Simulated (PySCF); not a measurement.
## M06-2X on Ne²⁺ (neon, charge +2)

Configuration: [He] 2s1 2p5, high-spin 3P determinant (an excited configuration). Computed with PySCF 2.14 in dyall-av3z (15s9p3d2f, 71 functions), with the spin-free X2C one-electron Hamiltonian (Gaussian nucleus).

* Total energy: -125.8966 hartree
* One-electron energy: -166.0161 hartree
* Hartree (Coulomb) energy: 51.4128 hartree
* Exchange-correlation energy: -11.2934 hartree
* ⟨S²⟩: 2.0016
* ⟨L²⟩: 2.003
* Sum of ⟨r⟩: 5.210 bohr
* Sum of ⟨r²⟩: 5.065 bohr²
* Traceless quadrupole moment −½Σ⟨3z² − r²⟩ along its main axis: 0.333 e·bohr²
* Langevin diamagnetic susceptibility: -4.01 ×10⁻⁶ cm³/mol

```
shell  electrons  mean orbital energy (eV)  spread (eV)  rms radius, mean of both spins (bohr)
 1s α          1                   -911.63            0                                  0.183
 1s β          1                   -908.59            0                                  0.183
 2s α          1                   -88.743            0                                  0.901
 2p α          3                   -63.226        2.981                                  0.915
 2p β          2                   -57.381            0                                  0.915
```
